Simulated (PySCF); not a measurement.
An excited-state job on `CN(C)[SiH2]S[SiH3]`.

Method: TDDFT PBE0/def2-SVPD, vertical, gas phase, core orbitals frozen in the response (PySCF 2.14.0, density-fitted response routines). Geometry: GFN2-xTB. The input is one job of a driver script: a line of settings, then coordinates in Å.

Command:
```bash
OMP_NUM_THREADS=1 python probes_run.py task.json out
```

Input:
```
{"job": {"kind": "uv", "xc": "PBE0", "basis": "def2-SVPD", "nstates": 6, "ntriplets": 2}, "charge": 0, "multiplicity": 1}
C     -0.980102     0.951901    -0.805879
N     -0.876108    -0.138081     0.137329
C     -2.105540    -0.359171     0.857860
Si     0.249696    -1.419260    -0.036731
S      2.087047    -0.613380    -0.805519
Si     2.762647     0.682896     0.757686
H     -1.767690     0.770489    -1.545752
H     -1.217697     1.877413    -0.273348
H     -0.035112     1.077403    -1.329174
H     -1.957113    -1.131735     1.607865
H     -2.415632     0.563658     1.355429
H     -2.914661    -0.674358     0.188705
H     -0.046737    -2.474279    -1.005435
H      0.467763    -1.942955     1.307957
H      3.007840    -0.112061     1.956073
H      3.981404     1.250222     0.206727
H      1.752996     1.703327     1.014142
```

Output:
```
coarse grid: 14928 points
cycle   1  E = -1113.7180194315  dE =  3.154e-01  |g| = 3.513e-01  |ddm| = 5.347e+00
cycle   2  E = -1113.7041565165  dE =  1.386e-02  |g| = 4.326e-01  |ddm| = 1.282e+00
cycle   3  E = -1113.7514469994  dE = -4.729e-02  |g| = 6.755e-02  |ddm| = 6.361e-01
cycle   4  E = -1113.7522592196  dE = -8.122e-04  |g| = 2.862e-02  |ddm| = 1.066e-01
cycle   5  E = -1113.7524657700  dE = -2.066e-04  |g| = 4.829e-03  |ddm| = 5.408e-02
cycle   6  E = -1113.7524723733  dE = -6.603e-06  |g| = 1.127e-03  |ddm| = 1.431e-02
final grid: 128104 points
cycle   7  E = -1113.8735242792  dE = -2.874e-05  |g| = 6.578e-03  |ddm| = 1.050e-01
cycle   8  E = -1113.8735163628  dE =  7.916e-06  |g| = 8.569e-03  |ddm| = 2.137e-02
cycle   9  E = -1113.8735354311  dE = -1.907e-05  |g| = 1.136e-03  |ddm| = 1.174e-02
cycle  10  E = -1113.8735357112  dE = -2.801e-07  |g| = 1.740e-04  |ddm| = 1.390e-03
cycle  11  E = -1113.8735357182  dE = -7.026e-09  |g| = 3.571e-05  |ddm| = 3.704e-04
cycle  12  E = -1113.8735357186  dE = -3.888e-10  |g| = 1.098e-05  |ddm| = 1.182e-04
converged SCF energy = -1113.8735357186

Static polarisability (au): isotropic 107.588, principal 95.510 103.212 124.041

Singlet excitations
state   eV       nm        f      main configurations
  1   5.4910    225.8   0.01462   H->L 0.87
  2   5.6520    219.4   0.00552   H->L+1 0.90
  3   5.9774    207.4   0.01520   H-1->L 0.98
  4   6.1800    200.6   0.00111   H->L+2 0.83
  5   6.2939    197.0   0.02385   H->L+3 0.89
  6   6.4665    191.7   0.02147   H-1->L+1 0.66, H-1->L+2 0.25

Triplet excitations (Tamm-Dancoff, eV): 5.3269 5.5088
```

The SCF starts on a coarse grid where the log names one; the energy can jump when the final grid takes over, and dE then counts from the start density on the new grid. H and L stand for HOMO and LUMO; the number after each pair is its weight.

Problem. Give S1 in cm⁻¹ and kJ/mol.

Solution. 5.4910 eV × 8065.54 = 44288 cm⁻¹; × 96.485 = 529.8 kJ/mol.

Summary of the converged run: HOMO -6.59 eV, LUMO -0.05 eV; lowest singlet 5.49 eV; lowest triplet 5.33 eV (Tamm–Dancoff); mean polarisability 107.6 au.

The geometry optimisation had not met its thresholds, so the values belong to a structure short of the stationary point.

On Arm Neoverse V1, one thread (shared host), this took 41 s (grids of density and orbitals included) and 0.88 GiB of memory at its peak.

One conformer stands for the species.
Labels such as C1 count atoms from 1, the log's own numbers from 0.
